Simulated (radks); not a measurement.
Values are calculated unless marked as measured or tabulated.
Species: La18+. Configuration: [Ar] 3d10 4s2 4p5.5 4d3 5p0.5 (fractional occupations, a model configuration).

Code: a radial shooting solver on a logarithmic mesh with Libxc functionals. Model: Dirac Kohn-Sham, Wu-Cohen GGA, spin-unpolarised, spherical densities, finite nucleus; open shells fill j = l - 1/2 first; Fermi nuclear charge, rms radius 4.855 fm.

Energy parts (Ry):
part                       energy
total                 -16730.1508
kinetic                17923.1120
electron-nucleus      -39434.4670
Hartree                 5154.6701
exchange-correlation    -373.4659

Orbitals (lengths in bohr, moments of r in powers of bohr; <r^-3> diverges for s and p1/2; r(max) is where P^2 peaks):
| orbital | occ. | eigenvalue (Ry) | r(max) | <r^4> | <r> | <r^-3> |
|---|---|---|---|---|---|---|
| 1s1/2 | 2 | -2878.727 | 0.01608 | 1.919e-06 | 0.02507 | - |
| 2s1/2 | 2 | -486.0888 | 0.09108 | 0.0003169 | 0.1069 | - |
| 2p1/2 | 2 | -460.5097 | 0.06948 | 0.0001998 | 0.08985 | - |
| 2p3/2 | 4 | -430.1139 | 0.07464 | 0.0002470 | 0.09594 | 6689 |
| 3s1/2 | 2 | -128.7751 | 0.2599 | 0.01276 | 0.2834 | - |
| 3p1/2 | 2 | -118.0124 | 0.2464 | 0.01186 | 0.2730 | - |
| 3p3/2 | 4 | -112.0085 | 0.2575 | 0.01389 | 0.2848 | 1356 |
| 3d3/2 | 4 | -93.23603 | 0.2069 | 0.01054 | 0.2551 | 222.4 |
| 3d5/2 | 6 | -91.94104 | 0.2100 | 0.01107 | 0.2588 | 203.0 |
| 4s1/2 | 2 | -48.40208 | 0.5905 | 0.2586 | 0.6176 | - |
| 4p1/2 | 2 | -44.25146 | 0.5958 | 0.2831 | 0.6270 | - |
| 4p3/2 | 3.5 | -42.73597 | 0.6164 | 0.3199 | 0.6472 | 346.3 |
| 4d3/2 | 3 | -35.81670 | 0.6207 | 0.3779 | 0.6638 | 51.96 |
| 4d5/2 | 0 | -35.51661 | 0.6267 | 0.3907 | 0.6697 | 47.36 |
| 4f5/2 | 0 | -27.48024 | 0.5773 | 0.4495 | 0.6782 | 9.033 |
| 4f7/2 | 0 | -27.42479 | 0.5793 | 0.4542 | 0.6803 | 8.882 |
| 5s1/2 | 0 | -24.60296 | 1.143 | 2.853 | 1.142 | - |
| 5p1/2 | 0.5 | -22.86370 | 1.180 | 3.284 | 1.179 | - |
| 5p3/2 | 0 | -22.32109 | 1.211 | 3.607 | 1.208 | 124.9 |
| 5d3/2 | 0 | -19.45683 | 1.287 | 4.690 | 1.280 | 19.03 |
| 5d5/2 | 0 | -19.34649 | 1.296 | 4.804 | 1.288 | 17.37 |
| 6p1/2 | 0 | -14.15811 | 1.987 | 21.07 | 1.890 | - |
| 6p3/2 | 0 | -13.89224 | 2.027 | 22.66 | 1.925 | 61.56 |

The highest occupied level is 5p1/2 at -311.08 eV. The configuration is held as typed, so some empty levels lie below it. The density falls to 0.001 e/bohr^3 at r = 1.99 bohr. The electron density at the nucleus is 3.515e+05 e/bohr^3. Summed over all electrons, <r^2> = 7.296 bohr^2, which gives a Langevin (diamagnetic) susceptibility term of -5.78 x 10^-6 cm^3/mol.

Run on one thread of a shared host, so times are rough (Arm Neoverse V2): 0.11 s of CPU time, 0.11 s wall, 14 iterations on 2189 mesh points.
